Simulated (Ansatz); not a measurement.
HBFO (SMILES [OH+]=BF), charge +1, singlet, at a GFN2-xTB geometry; B3LYP/STO-3G in Ansatz (a quantum-chemistry and plane-wave program).

Here is a job for Ansatz.
Ansatz 0.2 input:
```yaml
crystal:
  periodic: [false, false, false]
  atoms:
    - {symbol: O, position_ang: [-0.00000000, -0.00000000, -1.17560346]}
    - {symbol: B, position_ang: [0.00000000, 0.00000000, 0.02998249]}
    - {symbol: F, position_ang: [0.00000000, 0.00000000, 1.26671985]}
    - {symbol: H, position_ang: [-0.00000000, -0.00000000, -2.14556344]}
basis:
  gaussian:
    orbitals: STO-3G
hamiltonian:
  xc: b3lyp
total_charge: 1
```

Q: What does Ansatz print? Leave out banner, timings and long lists.

A: 
```
Functional definition: B3LYP
220 factors; integrals over basis functions are off by at most 8.5e-5 eV
mean field evaluation 1: about -5371.8186 eV, gradient 3.2e1 eV
mean field evaluation 2: about -5369.7018 eV, gradient 4.5e1 eV
mean field evaluation 4: about -5374.8813 eV, gradient 1.9e0 eV
mean field evaluation 8: about -5374.8574 eV, gradient 2.2e-2 eV
mean field -5374.85744835 eV, -197.5223680175 hartree, gradient 4.3e-5 eV, S^2 0.000000; 0 other end points of the search recorded, 0 dependent functions left out
reference -5374.85756745 eV, -197.5223723945 hartree; 11, 11 occupied and 5, 5 virtual orbitals, 220 factors
Total energy: -5374.85756745 eV, -197.5223723945 hartree
```
